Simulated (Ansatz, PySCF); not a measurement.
Species: hydrogen selenide, H₂Se, net charge 0, singlet state. SMILES: [SeH2]
Geometry: optimised at B3LYP-D3(BJ)/def2-TZVP (Ansatz, a first-principles code).

Property: atomisation energy (electronic, to ground-state atoms), in kJ/mol. Cores are frozen in the correlated levels unless marked. UHF or UKS for open shells. Spin-orbit coupling is left out. The frozen core is the preceding noble-gas configuration, with the filled d and f shells of earlier blocks. No relativistic terms. The coupled-cluster limit lacks core correlation, which all-electron functionals hold. CBS marks a two-point X^-3 extrapolation of the correlation energy; Hartree-Fock from the larger set (for Q and 5 zeta extrapolated as (X+1)exp(-9√X)).

```csv
level,program,atomisation energy (kJ/mol)
HF/def2-SVPD,Ansatz,467.6
TPSS/def2-TZVPD,PySCF,699.7
```

Problem. Estimate the value at CCSD(T)/CBS(cc-pVQZ,cc-pV5Z) as computed with Ansatz.

Solution. 682.6 kJ/mol
